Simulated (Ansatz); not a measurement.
## From C4H10 to CHBr3: predicting a member

On one C centre that keeps H, n of the CH3 ligands are replaced by Br. The atomisation energy (no zero-point term) y in kJ/mol at CCSD(T)/def2-TZVPP. Shapes, held fixed at every level: PBE0-D4/def2-TZVP. Programs: Ansatz 0.2.0.

| molecule | n | y (kJ/mol) |
| --- | --- | --- |
| C4H10 | 0 | 5346 |
| C3H7Br | 1 | 4008 |
| C2H4Br2 | 2 | ? |
| CHBr3 | 3 | 1249 |

Q: Fit y = c + s·n to the known rows and predict C2H4Br2.

A: 
1. Means of the 3 rows: n = 1.33333, y = 3534.3.
2. Σ(Δn)² = 4.6667, Σ(Δn·Δy) = -6382.3, so the slope is -6382.3/4.6667 = -1367.6.
3. Intercept: 3534.3 − (-1367.6) × 1.33333 = 5357.8. The largest residual of the fit is 18.
4. C2H4Br2: 5357.8 + (-1367.6) × 2 = 2623 kJ/mol.

The run gave 2640 kJ/mol, so the prediction is off by -17 kJ/mol, within the scatter of the fit. The steps per swap are -1338, -1368, -1391 kJ/mol. The slope is the difference between a C–Br and a C–CH3 bond with the ligands’ own bonds. Other levels give for C2H4Br2: B3LYP-D4/def2-TZVPP 2689; BHLYP-D4/def2-TZVPP 2612; r2SCAN0-D4/def2-TZVPP 2679 kJ/mol. Spin-orbit coupling of the free atoms (CH3 0, Br 15 kJ/mol each; the atoms kept shift only the intercept) is left out. Relativity is left out for Br unless named. Correlated rows may include outer-core shells of Br, which these sets cover unevenly.
